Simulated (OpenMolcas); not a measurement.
## Mn2+ in a point-charge field

Mn2+ among 6 point charges of -1.3 e arranged as an octahedron (Oh), 2.14 Å from the ion.

| Quantity | Value |
| --- | --- |
| Program | OpenMolcas |
| Method | CASSCF |
| Basis | ANO-RCC-VDZP [5s4p2d1f] |
| Scalar Hamiltonian | DKH2, point nucleus |
| Active space | 5 electrons in 5 orbitals (3d) |
| State averaging | 2S+1 = 6 even, 1 root; 2S+1 = 4 even, 24 roots; 2S+1 = 2 even, 75 roots |
| Spin-orbit coupling | RASSI with atomic mean-field integrals over the reference wave functions |

The lowest spin-free states (labels of O, the rotations of Oh), above the lowest:

| State | Degeneracy | E (cm-1) | Free-ion L (%) |
| --- | --- | --- | --- |
| 6A1 | 1 | 0.0 | S (100) |
| 4T1 | 3 | 30562 | G (83) |
| 4T2 | 3 | 31490 | G (99) |
| 4E | 2 | 31772 | G (100) |
| 4A1 | 1 | 31883 | G (100) |
| 4T1 | 3 | 37866 | P (83) |
| 4T2 | 3 | 39051 | D (97) |
| 4E | 2 | 39681 | D (100) |
| 2T2 | 3 | 43698 | I (82) |
| 2A2 | 1 | 44197 | I (89) |
| 2T1 | 3 | 44512 | I (92) |
| 2T2 | 3 | 44620 | I (94) |
| 2E | 2 | 44858 | I (98) |
| 2A1 | 1 | 45292 | I (100) |
| 2T2 | 3 | 49187 | D (57) |
| 2E | 2 | 50432 | D (87) |
| 2T1 | 3 | 51958 | F (87) |
| 2A2 | 1 | 52796 | F (89) |
| 4T1 | 3 | 52855 | F (99) |
| 2T2 | 3 | 53222 | F (47) |

The lowest levels with spin-orbit coupling:

| E (cm-1) | Degeneracy | Label | 2S+1 | g |
| --- | --- | --- | --- | --- |
| 0.0 | 6 |  | 6 |  |
| 30534 | 2 | Γ7 | 4 | 2.30 2.30 2.30 |
| 30542 | 4 | Γ8 | 4 |  |
| 30566 | 4 | Γ8 | 4 |  |
| 30591 | 2 | Γ6 | 4 | 2.92 2.92 2.92 |
| 31429 | 2 | Γ7 | 4 | 1.71 1.71 1.71 |
| 31470 | 4 | Γ8 | 4 |  |
| 31520 | 2 | Γ6 | 4 | 3.94 3.94 3.94 |
| 31523 | 4 | Γ8 | 4 |  |
| 31768 | 2 | Γ7 | 4 | 2.13 2.13 2.13 |
| 31771 | 4 | Γ8 | 4 |  |
| 31776 | 2 | Γ6 | 4 | 1.68 1.68 1.68 |
| 31882 | 4 | Γ8 | 4 |  |
| 37691 | 4 | Γ8 | 4 |  |
| 37739 | 2 | Γ7 | 4 | 2.55 2.55 2.55 |
| 37773 | 4 | Γ8 | 4 |  |
| 37852 | 2 | Γ6 | 4 | 2.64 2.64 2.64 |
| 38996 | 2 | Γ6 | 4 | 1.67 1.67 1.67 |
| 39089 | 4 | Γ8 | 4 |  |
| 39179 | 4 | Γ8 | 4 |  |

Powder χT (cm3 K/mol): 4.39 at 2 K, 4.39 at 10 K, 4.39 at 50 K, 4.39 at 100 K, 4.39 at 200 K, 4.39 at 300 K. The effective moment at 300 K is 2.828 √(χT) = 5.92 μB.

The lowest level has 2S+1 = 6, for which the spin-only value is χT = S(S+1) / 2 = 4.375 cm3 K/mol (g = 2). The computed 4.386 at 300 K differs by +0.011, little more than the free-electron g of 2.0023 accounts for.

A least-squares ligand-field fit to the states below 45000 cm-1, each weighted by its degeneracy and with a free common offset, gives 10Dq = 2958 cm-1, B = 1109 cm-1 and C = 4115 cm-1 (C/B = 3.71), with an rms deviation of 104 cm-1.

Without dynamic correlation the repulsion within the d shell is too large (B by tens of per cent), so at a given field states of lower spin stand too high. This is an electrostatic model: the charges have no orbitals. No measured value stands beside these numbers.
